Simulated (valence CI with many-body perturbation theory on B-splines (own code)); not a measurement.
# Energy levels of Tc²⁹⁺

Calculated by configuration interaction combined with many-body perturbation theory (CI+MBPT): four valence electrons over a frozen Dirac-Fock core [Ne], radial functions for each j: 11 s, 11 p, 10 d, 8 f, 5 g, 2 h, with the one-electron correlation potential Σ1 (screened to all orders), the two-electron term Σ2, the three-electron term Σ3, Breit, model QED; selected single and double excitations, second order for the rest, scaled by the run's own slope (own B-spline code, finite nucleus).

The last digits are not significant, and no measured levels were compared; by estimate large intervals hold to a few tenths of a per cent, small ones and those within an open d or f shell to about a per cent. Among the levels kept, up to 700 cm⁻¹ of a level comes from second order outside the variational space, and about a tenth of that is noise between levels of different J, which matters for small intervals.

Levels 91 to 135 of 175, with energies above the lowest level, 3s2 3p2 3P_0. "Leading %" is the weight of the configuration and term that name the level; weights of strongly mixed levels are sums over their largest components and can fall short. Lifetimes count E1, E2, E3, M1 and M2 decay at the calculated energies, and are blank where another channel may lead or the interval is too uncertain; long ones can be off by a factor of two.

```csv
No.,Configuration,Term,J,E (cm⁻¹),Leading %,Lifetime,g
91,3s2 3d2,3P,2,2475500,36,2.80 ps,1.232
92,3s2 3d2,3P,1,2487700,53,3.20 ps,1.414
93,3s2 3d2,1G,4,2494500,74,5.47 ps,1.015
94,3s2 3d2,3P,0,2497700,22,2.88 ps,
95,3s2 3d2,3P,2,2529500,32,3.36 ps,1.246
96,3s 3p2 3d,1D,2,2542600,50,3.02 ps,1.032
97,3p3 3d,3F°,2,2548300,38,21.8 ps,0.920
98,3p3 3d,3F°,3,2582100,30,13.6 ps,1.193
99,3p3 3d,3P°,0,2584400,36,15.3 ps,
100,3p3 3d,5D°,1,2605000,44,10.0 ps,1.230
101,3p3 3d,5D°,4,2636200,40,12.1 ps,1.295
102,3p3 3d,3D°,2,2645700,38,11.6 ps,1.316
103,3s2 3d2,1S,0,2655900,67,2.90 ps,
104,3s 3p 3d2,5G°,2,2679400,53,18.7 ps,0.654
105,3p3 3d,3G°,3,2684600,27,19.4 ps,0.970
106,3s 3p 3d2,5G°,3,2700700,15,19.2 ps,1.092
107,3p3 3d,5D°,0,2703800,45,12.0 ps,
108,3p3 3d,3D°,1,2713500,50,13.8 ps,0.763
109,3s 3p 3d2,5G°,2,2717100,34,14.7 ps,0.816
110,3s 3p 3d2,5G°,3,2736200,60,19.8 ps,1.039
111,3p3 3d,3F°,4,2745800,46,28.1 ps,1.222
112,3p3 3d,3D°,1,2754800,45,10.3 ps,0.996
113,3p3 3d,5D°,3,2757600,43,10.3 ps,1.340
114,3s 3p 3d2,5G°,4,2761400,31,16.6 ps,1.160
115,3s 3p 3d2,5G°,4,2789200,38,17.6 ps,1.196
116,3p3 3d,3G°,5,2792700,51,26.7 ps,1.203
117,3s 3p 3d2,5D°,0,2811900,80,8.90 ps,
118,3s 3p 3d2,5D°,1,2813500,16,6.98 ps,1.378
119,3p3 3d,1D°,2,2815100,24,11.1 ps,1.063
120,3s 3p 3d2,5D°,2,2821100,25,6.84 ps,1.236
121,3s 3p 3d2,5D°,1,2826100,38,7.66 ps,1.409
122,3p3 3d,1G°,4,2828000,67,11.1 ps,1.094
123,3s 3p 3d2,5D°,3,2835500,29,8.40 ps,1.321
124,3s 3p 3d2,5F°,1,2838600,44,5.45 ps,0.834
125,3s 3p 3d2,5G°,5,2839500,64,19.4 ps,1.265
126,3p3 3d,3P°,2,2843600,22,6.77 ps,1.372
127,3p3 3d,1P°,1,2853900,24,7.45 ps,1.389
128,3p3 3d,3P°,0,2859500,40,10.8 ps,
129,3s 3p 3d2,5F°,2,2871700,32,5.32 ps,1.320
130,3s 3p 3d2,5D°,4,2882200,54,7.00 ps,1.408
131,3p3 3d,3P°,1,2892400,34,5.82 ps,1.119
132,3s 3p 3d2,5F°,3,2892600,30,5.78 ps,1.300
133,3s 3p 3d2,3F°,2,2899100,36,10.2 ps,0.838
134,3s 3p 3d2,3G°,3,2903000,20,8.74 ps,1.026
135,3p3 3d,3D°,2,2907800,35,8.51 ps,1.181
```

Names give the largest LS component (configuration and term), which can be under half, so a name can repeat, a term be missing and a line seem to break the LS rules; names also repeat where a configuration has a term twice.

Where two levels of one J and parity lie close, their mixing, g and order are uncertain.
